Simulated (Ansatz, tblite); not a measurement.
Removing and adding an electron: Mg8S8 (started as a model of: (MgS)8 cage of four- and six-membered rings). Total charge 0; singlet. Geometry: r2SCAN-D4/def2-SVP. Ansatz, gas phase; energy differences of separate SCF runs; the oxidised species was run as a doublet alone; the reduced species was run as a doublet alone.

| atom | x (Å) | y (Å) | z (Å) |
| --- | --- | --- | --- |
| Mg1 | -0.604 | -2.101 | -2.408 |
| S2 | 0.806 | -0.569 | -3.596 |
| Mg3 | 2.265 | -1.459 | -1.822 |
| S4 | 1.046 | -3.399 | -1.119 |
| Mg5 | -0.287 | -2.360 | 0.608 |
| S6 | -2.260 | -1.715 | -0.703 |
| Mg7 | -2.372 | 0.608 | -0.177 |
| S8 | -1.089 | 2.428 | -1.212 |
| Mg9 | 0.821 | 1.217 | -1.967 |
| S10 | 2.790 | 0.577 | -0.648 |
| Mg11 | 1.838 | 0.536 | 1.538 |
| S12 | 0.558 | -1.290 | 2.564 |
| S13 | -2.727 | 1.540 | 2.023 |
| Mg14 | -0.884 | 2.915 | 1.138 |
| S15 | 0.875 | 2.428 | 2.691 |
| Mg16 | -0.777 | 0.644 | 3.092 |

The xTB rows come from tblite.

```
           level  −HOMO (eV)  vertical IE (eV)  −LUMO (eV)  vertical EA (eV)  HOMO–LUMO gap (eV)  IE − EA (eV)
        GFN1-xTB       10.28             12.23        8.30              6.33                1.99          5.90
        GFN2-xTB       10.65             12.34        9.08              7.39                1.57          4.95
 PBE-D4/def2-SVP        6.03                 –        2.75              1.44                3.28             –
PBE0-D4/def2-SVP        7.13              8.40        2.09              1.17                5.03          7.23
```

Relaxing the oxidised species (r2SCAN-D4/def2-SVP) changes its energy by -0.21 eV at PBE0-D4/def2-SVP, so the adiabatic ionisation energy to this nearest minimum is 8.19 eV.  Run but left out: PBE-D4/def2-SVP (charge +1 doublet: an occupied level 0.05 eV above an empty one).   Raw xTB energy differences between charge states are shifted by several eV; the methods need an empirical correction for them. Sets without diffuse functions give affinities that are too small.
